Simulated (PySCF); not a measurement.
Members of one series of related molecules.

All values: CAM-B3LYP/def2-SVPD (PySCF) at GFN2-xTB geometries, gas phase, one conformer each. Core orbitals are frozen in the response; Δα² is half the sum of the squared differences of the principal polarisabilities.

(1) Rank by polarisability anisotropy Δα, highest first.
A. `[NH2:1][Si@H:2]([F:3])[NH:4][CH2:5][CH2:6][SiH3:7]` with H–N1–Si2–F3 -42° and -179°, N1–Si2–N4–C5 179°, Si2–N4–C5–C6 -75°, N4–C5–C6–Si7 -58°
B. `[NH2:1][Si@H:2]([F:3])[NH:4][CH2:5][CH:6]([F:7])[F:8]` with H–N1–Si2–F3 -72° and 69°, N1–Si2–N4–C5 167°, Si2–N4–C5–C6 85°, N4–C5–C6–F7 57°
C. `[NH2:1][CH2:2][CH2:3][NH:4][Si@H:5]([NH2:6])[F:7]` with H–N1–C2–C3 -60° and 58°, N1–C2–C3–N4 61°, C2–C3–N4–Si5 -99°, C3–N4–Si5–N6 -65°, N4–Si5–N6–H -163° and 54°
D. `[CH3:1][CH2:2][CH2:3][NH:4][Si@H:5]([NH2:6])[F:7]` with C1–C2–C3–N4 178°, C2–C3–N4–Si5 83°, C3–N4–Si5–N6 170°, N4–Si5–N6–H -179° and -40°
E. `[CH2:1]=[CH:2][CH2:3][NH:4][Si@H:5]([NH2:6])[F:7]` with C1–C2–C3–N4 -128°, C2–C3–N4–Si5 -147°, C3–N4–Si5–N6 168°, N4–Si5–N6–H -43° and 178°

(2) Rank by HOMO energy, highest first.
A. `N[Si@H](F)NCC(F)F`
B. `N[Si@H](F)NCC[SiH3]`
C. `C=CCN[Si@@H](F)N`
D. `NCCN[Si@H](N)F`

Answers

(1) E (5.10 Å³), D (3.34 Å³), A (2.61 Å³), B (2.26 Å³), C (1.97 Å³).

(2) D (-8.13 eV), C (-8.49 eV), B (-8.68 eV), A (-8.88 eV).

All values together:

```csv
SMILES,formula,μ (D),HOMO (eV),LUMO (eV),α (Å³),Δα (Å³),electrons,α per electron (Å³)
NCCN[Si@H](N)F,C2H10FN3Si,2.36,-8.13,0.94,10.92,1.97,66,0.165
N[Si@H](F)NCC(F)F,C2H7F3N2Si,1.72,-8.88,1.14,9.78,2.26,74,0.132
CCCN[Si@H](N)F,C3H11FN2Si,1.79,-8.38,1.28,11.46,3.34,66,0.174
N[Si@H](F)NCC[SiH3],C2H11FN2Si2,1.90,-8.68,1.12,13.43,2.61,74,0.181
[H]/N=C\CN[Si@@H](N)F,C2H8FN3Si,2.68,-8.83,1.03,10.52,3.19,64,0.164
C=CCN[Si@H](N)F,C3H9FN2Si,1.68,-8.49,1.21,11.54,5.10,64,0.180
N#CCCN[Si@H](N)F,C3H8FN3Si,1.69,-8.98,0.90,11.42,1.82,70,0.163
```

Conformers: `[NH2:1][CH2:2][CH2:3][NH:4][Si@H:5]([NH2:6])[F:7]` with H–N1–C2–C3 -60° and 58°, N1–C2–C3–N4 61°, C2–C3–N4–Si5 -99°, C3–N4–Si5–N6 -65°, N4–Si5–N6–H -163° and 54°; `[NH2:1][Si@H:2]([F:3])[NH:4][CH2:5][CH:6]([F:7])[F:8]` with H–N1–Si2–F3 -72° and 69°, N1–Si2–N4–C5 167°, Si2–N4–C5–C6 85°, N4–C5–C6–F7 57°; `[CH3:1][CH2:2][CH2:3][NH:4][Si@H:5]([NH2:6])[F:7]` with C1–C2–C3–N4 178°, C2–C3–N4–Si5 83°, C3–N4–Si5–N6 170°, N4–Si5–N6–H -179° and -40°; `[NH2:1][Si@H:2]([F:3])[NH:4][CH2:5][CH2:6][SiH3:7]` with H–N1–Si2–F3 -42° and -179°, N1–Si2–N4–C5 179°, Si2–N4–C5–C6 -75°, N4–C5–C6–Si7 -58°; `[H]/[N:1]=[CH:2]\[CH2:3][NH:4][Si@@H:5]([NH2:6])[F:7]` with N1–C2–C3–N4 -9°, C2–C3–N4–Si5 143°, C3–N4–Si5–N6 -163°, N4–Si5–N6–H -174° and 46°; `[CH2:1]=[CH:2][CH2:3][NH:4][Si@H:5]([NH2:6])[F:7]` with C1–C2–C3–N4 -128°, C2–C3–N4–Si5 -147°, C3–N4–Si5–N6 168°, N4–Si5–N6–H -43° and 178°; `[N:1]#[C:2][CH2:3][CH2:4][NH:5][Si@H:6]([NH2:7])[F:8]` with C2–C3–C4–N5 -58°, C3–C4–N5–Si6 -74°, C4–N5–Si6–N7 66°, N5–Si6–N7–H 59° and -163°.

**Question.** How closely does the mean polarisability follow the number of electrons in this set?

**Answer.** The correlation coefficient is 0.22; α per electron runs from 0.132 to 0.181 Å³.
